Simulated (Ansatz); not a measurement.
Compare A (`O[SiH2][SiH2][SiH2]Cl`) with its isomer B (`O[SiH](Cl)[SiH2][SiH3]`).

Calculated with Ansatz (gas phase, PBE0-D4/def2-TZVP geometries, no zero-point term in ΔE). CBS: MP2 limit from def2 TZ/QZ plus the TZ coupled-cluster correction, frozen cores. DFT in def2-TZVPP. B3LYP here is the variant with VWN-RPA as its local correlation; programs differ in this. One conformer a species, not always the lowest.

A:

```xyz
12

O    -2.795    1.336   -0.120
Si   -1.213    1.214    0.339
Si   -0.131   -0.653   -0.589
Si    2.086   -0.753    0.144
Cl    3.017   -2.423   -0.635
H    -3.374    0.597    0.074
H    -0.565    2.464   -0.128
H    -1.078    1.132    1.822
H    -0.145   -0.599   -2.077
H    -0.818   -1.904   -0.156
H     2.160   -0.847    1.624
H     2.856    0.437   -0.298
```

B:

Z-matrix (Å, degrees):
```
Si
Cl 1 2.069
Si 1 2.340 2 105.5
O 1 1.639 2 110.6 3 -124.1
H 1 1.479 2 107.2 3 121.8
Si 3 2.339 1 109.8 2 51.2
H 3 1.490 1 109.7 2 173.2
H 3 1.492 1 108.1 2 -69.0
H 4 0.959 1 118.2 2 65.5
H 6 1.488 3 109.5 1 54.2
H 6 1.485 3 109.7 1 -65.4
H 6 1.487 3 110.6 1 174.0
```

(1) Which isomer does CCSD(T)/CBS put lower? Give the gap. (An estimate is asked.)

(2) Give E(B) − E(A) in kcal/mol with CCSD/def2-TZVPP, ωB97M-V, B3LYP-D4, B2PLYP, PBE0-D4, r2SCAN-D4, HF/def2-TZVPP. (An estimate is asked.)

Largest T1 diagnostic: 0.013.

## Answers

(1) The calculation gave: B, by 5.6 kcal/mol.

(2) The calculation gave: CCSD/def2-TZVPP -5.4, ωB97M-V -6.0, B3LYP-D4 -5.8, B2PLYP -5.3, PBE0-D4 -5.9, r2SCAN-D4 -6.0, HF/def2-TZVPP -4.4. None reverses the order clearly.

In def2-TZVPP, CCSD(T) changes the Hartree–Fock value by −1.3 kcal/mol (the triples alone add −0.3 kcal/mol) and MP2 by −1.4 kcal/mol. The D4 term adds −0.9 kcal/mol with B3LYP and −0.5 kcal/mol with PBE0; it sums over pairs of atoms, weighted by their polarisabilities, and B3LYP, whose exchange is more repulsive, gets the larger term.
